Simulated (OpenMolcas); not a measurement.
**Fe2+: moving or changing the point charges**

Fe2+ among 4 point charges of -2 e arranged as a square (D4h), 2.09 Å from the ion.

```
Program             : OpenMolcas 26.06
Method              : SS-CASPT2, IPEA 0.25 Eh, imaginary shift 0.1 Eh (closed shells correlated: 3s 3p)
Basis               : ANO-RCC-VDZP [5s4p2d1f]
Scalar Hamiltonian  : DKH2, point nucleus
Active space        : 6 electrons in 5 orbitals (3d)
State averaging     : 2S+1 = 5 even, 5 roots; 2S+1 = 3 even, 45 roots; 2S+1 = 1 even, 50 roots
Spin-orbit coupling : state interaction with AMFI integrals over the reference wave functions
```

Runs around this geometry, states (labels of D4, the rotations of D4h). Energies in cm-1 above the lowest state or level, χT in cm3 K/mol.

```csv
R (Å),q (e),Ground state,First state of that spin,First gap with spin-orbit (degeneracies),χT at 300 K,First state of another spin
2.09,-1.6,5A1,5E 4770,"9 (1, 2)",3.330,3A2 21810
2.09,-2,5A1,5E 7470,"7 (1, 2)",3.207,3E 21350
2.26,-2,5A1,5E 5140,"9 (1, 2)",3.307,3E 21890
```

Taking the first state of the same spin as R^-n, n = -ln(5140 / 7470) / ln(2.26 / 2.09) = 4.8 between the shortest and longest distance.

Scaling the charges by -1.6 / -2 = 0.80 scales the first state of the same spin by 4770 / 7470 = 0.64; with fixed orbitals a first-order splitting would follow the charge.

Free-ion shares, where given, are those of the reference states; single-state CASPT2 does not remix them. This is an electrostatic model: the charges have no orbitals. No measured value stands beside these numbers.
